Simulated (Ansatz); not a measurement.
CH7N3Si can be A, `N=C[SiH](N)N`, or B, `NC1(N)N[SiH2]1`.

Isolated molecules relaxed with PBE0-D4/def2-TZVP in Ansatz; ΔE leaves out vibrations. CBS: MP2 limit from def2 TZ/QZ plus the TZ coupled-cluster correction, frozen cores. DFT in def2-TZVPP. B3LYP here is the variant with VWN-RPA as its local correlation; programs differ in this. One conformer a species, not always the lowest.

Question: Which is lower in electronic energy at CCSD(T)/CBS, and by how much? (Estimate.)

Answer: Computed: A, by 236.7 kJ/mol.

Question: Give E(B) − E(A) in kJ/mol with B3LYP-D4, PBE0-D4, B3LYP, CCSD/def2-TZVPP, r2SCAN-D4, CCSD(T)/def2-TZVPP, HF/def2-TZVPP. (An estimate is asked.)

Answer: Ansatz gave: B3LYP-D4 237.4, PBE0-D4 210.1, B3LYP 239.2, CCSD/def2-TZVPP 239.3, r2SCAN-D4 221.1, CCSD(T)/def2-TZVPP 234.5, HF/def2-TZVPP 270.0. None reverses the order clearly.

Largest T1 diagnostic: 0.012.

In def2-TZVPP, CCSD(T) changes the Hartree–Fock value by −35.5 kJ/mol (the triples alone add −4.7 kJ/mol) and MP2 by −40.1 kJ/mol. From PBE to PBE0 (25 % exact exchange), in def2-TZVPP and without D4, E(B) − E(A) moves by +5.3 kJ/mol.
